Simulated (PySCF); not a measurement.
**Removing the step error of a finite difference**

System: H₆Cl₃NSi₃ (SMILES N[SiH2][SiH2][Si](Cl)(Cl)Cl), singlet, geometry from GFN2-xTB, atoms displaced at random by about 0.03 Å a coordinate. Level: B3LYP/STO-3G, gradient in PySCF. Sums are taken with unrounded values, so a last digit can differ.

Central differences of the energy along y of atom 2 gave a gradient component of -0.021520 Eh/bohr at step 0.05 and -0.023265 Eh/bohr at step 0.2 (atomic units).

Q: Extrapolate to zero step.

A: The leading error of a symmetric difference goes as h², so A(h) = A0 + c h². Then c = (-0.023265 - (-0.021520))/(0.2² - 0.05²) = -0.0465 (atomic units) and A0 = -0.021520 - c × 0.05² = -0.021404 Eh/bohr. The analytic value from the same program and level (with grid response) is -0.021403 Eh/bohr: the smaller step missed it by -0.000117, the extrapolation by -0.000001.
